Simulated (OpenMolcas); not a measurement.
Mo IV: effect of the IPEA shift

| Item | Value |
| --- | --- |
| Program | OpenMolcas |
| Basis | ANO-RCC-VTZP [7s6p4d2f1g] |
| Scalar Hamiltonian | DKH2, point nucleus |
| Active space | 3 electrons in 9 orbitals (RAS2 4d 5s; RAS3 5p, at most 2 electrons) |
| State averaging | 2S+1 = 4 even, 20 roots; 2S+1 = 2 even, 65 roots kept (CI in the orbitals of an earlier block); 2S+1 = 4 odd, 30 roots; 2S+1 = 2 odd, 75 roots kept (CI in the orbitals of an earlier block) |
| Spin-orbit coupling | state interaction with AMFI integrals over the reference wave functions, term energies averaged over their components |

Methods on the same reference wave functions:
A. RASSCF
B. MS-RASPT2, IPEA 0 Eh, imaginary shift 0.1 Eh (closed shells correlated: 4s 4p)
C. MS-RASPT2, IPEA 0.25 Eh, imaginary shift 0.1 Eh (closed shells correlated: 4s 4p)

Energies in cm-1 above 4d3 4F 3/2, the measured ground level; measured values from Sugar and Musgrove, J. Phys. Chem. Ref. Data 17, 155 (1988).

| Level | A | B | C | Measured |
| --- | --- | --- | --- | --- |
| 4d3 4F 3/2 | 0.0 | 0.0 | 0.0 | 0.0 |
| 4d3 4F 5/2 | 763 | 786 | 783 | 778 |
| 4d3 4F 7/2 | 1744 | 1770 | 1768 | 1760 |
| 4d3 4F 9/2 | 2878 | 2880 | 2880 | 2865 |
| 4d3 4P 1/2 | 13216 | 10380 | 10620 | 10338 |
| 4d3 4P 3/2 | 13260 | 10330 | 10600 | 10331 |
| 4d3 2G 7/2 | 14346 | 11560 | 12090 | 11580 |
| 4d3 4P 5/2 | 14447 | 11660 | 11870 | 11612 |
| 4d3 2G 9/2 | 15116 | 12340 | 12850 | 12311 |
| 4d3 2P 1/2 | 17904 | 14160 | 14720 | 14348 |
| 4d3 2H 9/2 | 19318 | 16370 | 16790 | 15995 |
| 4d3 2H 11/2 | 19750 | 16780 | 17180 | 16357 |
| 4d3 2D 5/2(1) | 20938 | 16900 | 17520 | 16809 |
| 4d3 2D 3/2(1) [59 %] | 20985 | 17090 | 17650 | 17107 |
| 4d3 2F 7/2 | 31077 | 25090 | 25670 | 24787 |
| 4d3 2F 5/2 | 31415 | 25410 | 25990 | 25100 |
| 4d3 2D 5/2(2) | 48405 | 40250 | 40530 | 38922 |
| 4d3 2D 3/2(2) | 48847 | 40620 | 40960 | 39231 |
| 4d2 5s 4F 3/2 | 67123 | 66430 | 66370 | 60896 |
| 4d2 5s 4F 5/2 | 67809 | 67120 | 67060 | 61626 |
| 4d2 5s 4F 7/2 | 68803 | 68130 | 68070 | 62708 |
| 4d2 5s 4F 9/2 | 70050 | 69380 | 69320 | 64046 |
| 4d2 5s 2F 5/2 | 76376 | 74060 | 73970 | 69178 |
| 4d2 5s 2F 7/2 | 78348 | 76060 | 75970 | 71358 |

Deviations, from unrounded energies. A percentage is the sum of absolute deviations over the sum of measured energies, with the sign that they share, or ± where signs differ.

```json
{"Against measurement": "mean absolute deviation (cm-1)", "Levels": "23", "A": "4500", "B": "1600", "C": "1800"}
{"Against measurement": "fine structure of the ground term (%)", "Levels": "3", "A": "±0.8", "B": "+0.6", "C": "+0.6"}
{"Against measurement": "other terms of the ground configuration (%)", "Levels": "14", "A": "+24.2", "B": "±1.7", "C": "+3.9"}
{"Against measurement": "other configurations (%)", "Levels": "6", "A": "+9.9", "B": "+8.0", "C": "+7.9"}
```

B lies closest to measurement on these levels and A furthest from it. The largest miss of B in the table is 4d2 5s 4F 3/2, by +5500 cm-1. The ranking rests on the paired levels alone, and a cruder setting can come out closer through cancelling errors.

Between B and C the level of the table that moves most is 4d3 2D 5/2(1), by 620 cm-1 (lowest in B, highest in C). Moves below CASPT2's spread within the term are not significant.

The mean deviations of B to C differ by less than CASPT2's widest spread within a term (1200 cm-1), so their order carries little weight.

From A to B the spin-free energies of the other terms of 4d3 shown, above 4F, scale by factors of 0.77 to 0.83, as is usual when dynamic correlation screens the repulsion within a d or f shell.

The lowest spin-free term lies below A's lowest term by 0.306 hartree in B, 0.298 hartree in C.

CASPT2 does not keep the components of a term degenerate, so their means are used; among the terms shown or strongly mixed into the levels shown the widest spread is 1200 cm-1 (4d2 5s 2F, B). Terms from blocks run as CI alone lack orbitals of their own. A single d shell beside an s shell can misplace configurations of different d count against each other. The CASPT2 spread within a term exceeds the gap to the next term for 4d3 2D(1) and 4d3 2H, so the order of their levels is uncertain (figures for B; the like holds for C). Without dynamic correlation excited terms often stand tens of per cent too high (terms of higher spin than the ground term too low), and those without a measured partner can miss by more than the paired ones (holds for A). Blocks of more than 70 roots (2S+1 = 2 odd) ran without multistate coupling (holds for B; C). Computed and measured levels are paired by configuration, term and J; levels that our copy of the source lacks, or whose pairing is in doubt (as where it misses far off the trend of its configuration), stay unpaired and out of the deviations. Only configurations of the active space appear. Levels that lie high or do not pair safely by name in every column are left out.

A share in square brackets marks a mixed level and gives the weight of the term that names it, the lowest over the columns. A number in round brackets counts repeated terms of one configuration in the order of the reference energies.
